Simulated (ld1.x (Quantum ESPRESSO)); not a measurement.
Which change was made? (Cl, TM)

Cl, norm-conserving Troullier–Martins (Kleinman–Bylander form), made with ld1.x (Quantum ESPRESSO) 7.5 (PBE, scalar-relativistic). Core [Ne], reference 3s2 3p4 (charge +1). Waves: 3s (bound): rc 0.90 bohr; 3p (bound): rc 1.35 bohr; 3d channel at 0.3 Ry: rc 1.45 bohr. Local part: the d channel. Core correction: none.

Cutoffs, loose and tight: the cutoffs (Ry, on a coarse ladder) from which the occupation-weighted sum of valence levels, in a spherical-Bessel basis at the reference potential, stays within 10 and 1 mRy of its value at 400 Ry. They do not see the model core or the augmentation charge, which bear on the density cutoff. Test errors are all-electron minus pseudo excitation energies from the reference, over the configurations 3s2 3p5; 3s2 3p3; 3s2 3p2; 3s1 3p5; 3s2 3p4.5; 3s2 3p5.3; 3s1 3p6; variants that change the core or the reference have their own tests.

The base gives: outcome: generated; cutoff, loose: 110 Ry; cutoff, tight: 300 Ry; bound ghosts: none; largest test error (meV): +120.

(1) After one change the result is: outcome: generated; cutoff, loose: 110 Ry; cutoff, tight: 300 Ry; bound ghosts: none; largest test error (meV): +69. Which change was it?
A. local potential the p channel
B. core correction a·sin(br)/r model core inside 0.48 bohr
C. reference 3s1.5 3p5.5
D. wave 3d channel at 0.3 Ry: rc 1.45 bohr becomes 3d channel at 0.3 Ry: rc 2.22 bohr

Answers

(1) A. The others give: wave 3d channel at 0.3 Ry: rc 1.45 bohr becomes 3d channel at 0.3 Ry: rc 2.22 bohr → outcome: generated; cutoff, loose: 110 Ry; cutoff, tight: 300 Ry; bound ghosts: none; largest test error (meV): +49 | core correction a·sin(br)/r model core inside 0.48 bohr → outcome: generated; cutoff, loose: 110 Ry; cutoff, tight: 300 Ry; bound ghosts: none; largest test error (meV): +86 | reference 3s1.5 3p5.5 → outcome: generated; cutoff, loose: 100 Ry; cutoff, tight: 300 Ry; bound ghosts: none; largest test error (meV): +244.
